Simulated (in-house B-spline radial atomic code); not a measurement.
A run on As that did not converge. Method: scalar-relativistic (X2C) wB97X, spin-polarised, spherical fractional occupations, Fermi nucleus of rms radius 4.0968 fm; computed with an all-electron radial atomic-structure program (B-spline basis).

Command:
```bash
python run_scf.py task.json out
```
Settings (nuclear radius in fm, mass in u):
```
Z                33
configuration    [Ne] 3s2 3p5.125 3d10 4s2 4p3 4d0.875
hamiltonian      x2c
method           wb97x
spin_polarised   True
nucleus          fermi
rms_radius       4.0968
atomic_mass      74.92159
speed_of_light   137.035999084
```

First and last ten iterations of the last attempt (damped for 15 steps, keeping 80 % of the old Fock matrix, then DIIS):
```
 iter        energy (Eh)    residual
    1       -2254.985613    3.94e-01
    2       -2255.445501    1.62e-01
    3       -2255.836996    9.79e-02
    4       -2255.997547    5.87e-02
    5       -2256.050647    3.52e-02
    6       -2256.070440    2.41e-02
    7       -2256.078393    1.70e-02
    8       -2256.081770    1.21e-02
    9       -2256.083339    8.76e-03
   10       -2256.084164    6.58e-03
  111       -2256.086562    6.15e-04
  112       -2256.086579    8.65e-04
  113       -2256.086567    7.46e-04
  114       -2256.086567    8.82e-04
  115       -2256.086573    1.24e-03
  116       -2256.086567    6.37e-04
  117       -2256.086561    6.41e-04
  118       -2256.086563    3.87e-04
  119       -2256.086561    6.64e-04
  120       -2256.086561    6.50e-04
 not converged after 120 iterations
```

The smallest residual met was 2.0e-04; the threshold is about 3e-07. Over the last five steps the energy moves by less than 1e-05 hartree, but the orbitals didn't meet the threshold. Time taken, with all properties: 21 s on 1 thread of Arm Neoverse V2 (shared host).
